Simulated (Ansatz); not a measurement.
A nudged elastic band was laid between two geometries of AlClF₂H₂S (7 atoms, charge 0, multiplicity 1).

Theory: RKS BHLYP/def2-SVP in Ansatz 0.2.0.

| Property | Result |
| --- | --- |
| movable images | 5 |
| climbing image | yes |
| spring | 5.0 eV/Å² |
| optimiser | quadratic models (default) |
| start path | through a guess of the saddle point |
| force threshold | 0.05 eV/Å |
| iteration limit | 60 |
| end points | relaxed |

Initial state:

```xyz
7
Properties=species:S:1:pos:R:3
Al -0.031 -0.037 0.015
F -0.246 0.473 1.574
F 1.473 0.151 -0.635
Cl -1.685 0.045 -1.268
S 0.023 -2.473 0.589
H -1.293 -2.681 0.414
H -0.086 -2.249 1.909
```

Final state:

```xyz
7
Properties=species:S:1:pos:R:3
Al -0.012 -0.516 -0.190
F -0.189 -0.121 1.737
F 1.450 0.181 -0.493
Cl -1.741 0.250 -1.072
S 0.054 -2.658 0.410
H -1.258 -2.868 0.216
H -0.149 -1.038 1.990
```

Question: What changes between the two ends?

Answer: Bonds broken: S5–H7. Bonds formed: F2–H7.

Question: Give the energies along the band, and the barrier.

Answer: The run converged. The highest image is number 5 of 0 to 6, 0.89 eV above the first end and 0.09 eV above the last; the last end lies 0.80 eV above the first. A vibrational analysis at the climbing image gives one clearly imaginary mode, 792i cm⁻¹: a first-order saddle point. The orbitals stay closed-shell, which can raise the energy where a bond breaks towards radicals; this wasn't checked here.

```csv
image,path coordinate (Å),energy (eV),S5–H7 (Å),F2–H7 (Å)
0,0.00,0.00,1.34,2.75
1,0.27,0.02,1.34,2.41
2,0.53,0.09,1.35,2.08
3,0.80,0.26,1.37,1.75
4,1.07,0.62,1.48,1.42
5,1.34,0.89,1.71,1.12
6,1.85,0.80,2.27,0.95
```

Question: What is the geometry of the highest image?

Answer: 
```xyz
7
Properties=species:S:1:pos:R:3
Al -0.014 -0.368 -0.115
F -0.224 -0.182 1.702
F 1.468 0.227 -0.512
Cl -1.728 0.232 -1.133
S 0.058 -2.577 0.575
H -1.252 -2.803 0.384
H -0.152 -1.299 1.698
```

Question: What are the harmonic wavenumbers there?

Answer: 792i, 111, 164, 190, 229, 381, 407, 448, 567, 639, 771, 918, 1138, 1624, 2768 cm⁻¹.

The band took 14 iterations and roughly 5 core-minutes.

The run took 2.7 min on 2 threads of Arm Neoverse V1, with other jobs on the host, peak memory 0.2 GiB.
